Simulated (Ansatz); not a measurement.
`Cl[CH2][AlH][SeH]` + H–F → `[F][AlH][SeH]` + `CCl`  (ligand exchange at the Al–C bond)

Gas-phase electronic energies from Ansatz, PBE0-D4/def2-TZVP geometries. CCSD(T)/CBS is the MP2 limit (def2-TZVPP, def2-QZVPP) plus CCSD(T) − MP2 in def2-TZVPP, frozen cores. This one scheme is used for every species. DFT in def2-TZVPP. B3LYP here is the variant with VWN-RPA as its local correlation; programs differ in this. For Se outer-core shells are correlated without core-valence functions, which leaves a few kJ/mol of doubt a bond. Scalar relativity is left out up to krypton. One conformer a species, not always the lowest.

`Cl[CH2][AlH][SeH]`:

```xyz
8

Cl    0.252    2.012    0.485
C     0.983    0.537   -0.211
Al   -0.231   -1.016   -0.216
Se   -2.357   -0.831    0.645
H     1.889    0.328    0.364
H     1.308    0.789   -1.224
H     0.250   -2.400   -0.811
H    -2.093    0.581    0.968
```

H–F:

Cartesian coordinates in Å:
```
F -0.083 0.304 -0.335
H 0.083 -0.304 0.335
```

`[F][AlH][SeH]`:

Cartesian coordinates in Å:
```
F 0.592 1.411 1.554
Al 0.210 0.121 0.605
Se -0.485 0.617 -1.533
H 0.333 -1.333 1.184
H -0.650 -0.817 -1.811
```

`CCl`:

Z-matrix (Å, degrees):
```
C
Cl 1 1.773
H 1 1.088 2 108.6
H 1 1.087 2 108.7 3 -120.0
H 1 1.088 2 108.7 3 120.0
```

CCSD(T)/CBS gives -1.93 eV.

Question: Another level gave -1.84 eV. Which?
A. PBE-D4/def2-TZVPP
B. r2SCAN/def2-TZVPP
C. ωB97M-V/def2-TZVPP
D. B3LYP/def2-TZVPP

Answer: A. PBE-D4 -1.84, ωB97M-V -1.96, B3LYP -2.10, r2SCAN -2.01 eV.

Largest T1 diagnostic among the species: 0.011.

The D4 term adds +0.11 eV with B3LYP and +0.06 eV with PBE0; it sums over pairs of atoms, weighted by their polarisabilities, and B3LYP, whose exchange is more repulsive, gets the larger term. In def2-TZVPP, CCSD(T) changes the Hartree–Fock value by +0.28 eV (the triples alone add +0.05 eV) and MP2 by +0.28 eV.
